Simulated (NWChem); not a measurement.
System: C2H4FNOSi; SMILES O[Si@@]1(F)C=NC1

```xyz
10

O      1.2259    -1.5227     0.0116
Si     0.0120    -0.4088     0.0129
F     -1.3254    -1.3161     0.0449
C      0.0197     1.1166     1.1017
N     -0.0082     1.9347     0.1100
C     -0.0285     1.1030    -1.1203
H      2.1371    -1.2172     0.0035
H      0.0363     1.4811     2.1377
H     -0.9415     1.2911    -1.7080
H      0.8319     1.3330    -1.7692
```
Atoms are numbered in this order, from 1.

Results from NWChem. Pople sets run with spherical d functions. Geometry: optimised at PBE0/def2-SVP. Level PBE/6-31G*: energy and gradient on several grids; changes count from the extra-fine grid, which is no exact limit either.

```
grid     size of the energy change (μHa)  largest change of a gradient component (μHa/bohr)  time, medium = 1 (rough)
-------  -------------------------------  -------------------------------------------------  ------------------------
xcoarse                             1000                                               6000                   about 1
coarse                              < 10                                                300                   about 1
medium                              < 10                                               < 30                   about 1
fine                                < 10                                               < 30                   about 1
xfine                               < 10                                               < 30                         2
```
